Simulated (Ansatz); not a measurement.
`[CH3][GeH]([F])[F]` → F₂ + `[CH3][GeH]` at 600 K and 1 bar (germylene formation by 1,1-elimination).

Gas-phase electronic energies from Ansatz, PBE0-D4/def2-TZVP geometries. CBS: MP2 limit from def2 TZ/QZ plus the TZ coupled-cluster correction, frozen cores. This one scheme is used for every species. For Ge outer-core shells are correlated without core-valence functions, which leaves a few kJ/mol of doubt a bond. Scalar relativity is left out up to krypton.

| species | CCSD(T)/CBS energy (Eh) | H − E (kJ/mol) | S (J/(mol·K)) |
| --- | --- | --- | --- |
| `[CH3][GeH]([F])[F]` | -2316.24489 | 180.2 | 399.2 |
| F₂ | -199.39789 | 25.1 | 224.3 |
| `[CH3][GeH]` | -2116.52215 | 142.6 | 321.7 |

H − E and S are ideal-gas, rigid-rotor, harmonic terms from PBE0-D4/def2-TZVP. 1 Eh = 2625.50 kJ/mol, R = 8.31446 J/(mol·K).

Q: By hand: ΔE, ΔH, ΔS and ΔG.

A: ΔE = (-199.39789) + (-2116.52215) − (-2316.24489) = 0.32485 Eh = 852.9 kJ/mol. Δ(H − E) = 25.1 + 142.6 − 180.2 = -12.5, so ΔH = 840.4 kJ/mol. ΔS = 224.3 + 321.7 − 399.2 = 146.8 J/(mol·K). ΔG = 840.4 − 600 × (146.8)/1000 = 752.3 kJ/mol.

Q: By hand: the equilibrium constant, and the temperature at which ΔG would vanish if ΔH and ΔS stayed fixed.

A: log₁₀ K = −ΔG/(RT ln 10) = -65.5. ΔG = 0 at ΔH/ΔS = 5725 K, far beyond where these terms or the molecules hold.

The number of gas molecules changes by +1, which sets the sign of ΔS. A doubt of 5 kJ/mol in ΔE shifts log₁₀ K by 0.4 here. These are equilibria of isolated gas molecules and say nothing of rates. Largest T1 diagnostic: 0.012 (customary marks: 0.02 for closed shells, 0.045 for open ones).
